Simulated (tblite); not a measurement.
silicon monoxide (OSi), singlet, geometry from GFN2-xTB; GFN1-xTB run with tblite 0.6.0.

tblite was given this input:
```
$ tblite run mol.xyz --method gfn1 --charge 0 --spin 0 --json tblite.json --no-restart

# file mol.xyz
2

Si    -0.00000000    -0.00000000    -0.54858235
O      0.00000000     0.00000000     0.96001912
```

Problem. Predict the main parts of the log of this tblite run.

Solution. 
```
xTB calculator
 | screened Coulomb repulsion
 | Coulomb electrostatics
 |  * isotropic Klopman-Ohno-Mataga-Nishimoto electrostatics
 |  * onsite third-order electrostatics
 | DFT-D3(BJ) dispersion correction

halogen bonding energy    0.0000000000000E+00 Eh
repulsion energy          4.0245717576238E-02 Eh
dispersion energy        -2.2839779448559E-04 Eh
number of electrons       1.0000000000000E+01 e
integral cutoff           2.8146159136829E+01 bohr

------------------------------------------------------------
  cycle        total energy    energy error   density error
------------------------------------------------------------
      1     -6.329284904909  -6.3693022E+00   9.1957082E-01
      2     -6.577178690326  -2.4789379E-01   2.9671902E-01
      3     -6.580466208744  -3.2875184E-03   1.8071016E-01
      4     -6.580793077191  -3.2686845E-04   6.6323642E-02
      5     -6.570643170975   1.0149906E-02   1.4564547E-01
      6     -6.583272685567  -1.2629515E-02   1.0005575E-02
      7     -6.583324360275  -5.1674708E-05   2.6277948E-03
      8     -6.583327258667  -2.8983921E-06   1.3549690E-03
      9     -6.583328319309  -1.0606423E-06   6.1518098E-05
     10     -6.583328321476  -2.1670861E-09   9.2395943E-07
------------------------------------------------------------

electronic energy        -6.6233456412579E+00 Eh
total energy             -6.5833283214762E+00 Eh

Post processing:
 | Mayer-Wiberg bond orders

[Info] JSON dump of results written to 'tblite.json'
```
